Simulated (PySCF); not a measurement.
PySCF 2.14 output of a UHF calculation on a single atom or ion in aug-cc-pwCVQZ, with the non-relativistic Hamiltonian (point nucleus):

```
SCF conv_tol = 1e-09
number electrons alpha = 10  beta = 6
cycle= 1 E= -396.913819330965  delta_E= -0.00356  |g|= 0.0182  |ddm|= 0.0844
cycle= 2 E= -396.914107051598  delta_E= -0.000288  |g|= 0.00585  |ddm|= 0.0429
cycle= 3 E= -396.914160523293  delta_E= -5.35e-05  |g|= 0.00101  |ddm|= 0.0282
cycle= 4 E= -396.914166752515  delta_E= -6.23e-06  |g|= 0.000541  |ddm|= 0.00988
cycle= 5 E= -396.914169324568  delta_E= -2.57e-06  |g|= 0.000206  |ddm|= 0.00838
cycle= 6 E= -396.914169618055  delta_E= -2.93e-07  |g|= 6.69e-05  |ddm|= 0.00311
cycle= 7 E= -396.914169633285  delta_E= -1.52e-08  |g|= 1.06e-05  |ddm|= 0.000748
cycle= 8 E= -396.914169633449  delta_E= -1.64e-10  |g|= 1.65e-06  |ddm|= 6.06e-05
converged SCF energy = -396.914169633449  <S^2> = 6.0101255  2S+1 = 5.0040486
```

The run itself started from symmetry-adapted Hartree-Fock orbitals and held the occupation by maximum overlap, so the iterations belong to that start.

Problem. Which element, charge and spin multiplicity is this?

Solution. S (sulfur, neutral), multiplicity 5; the state was [Ne] 3s1 3p4 4s1, high-spin 5P determinant (an excited configuration).

The outer electron is Rydberg-like, and this basis confines it to a smaller radius and binds it less than a complete one would.
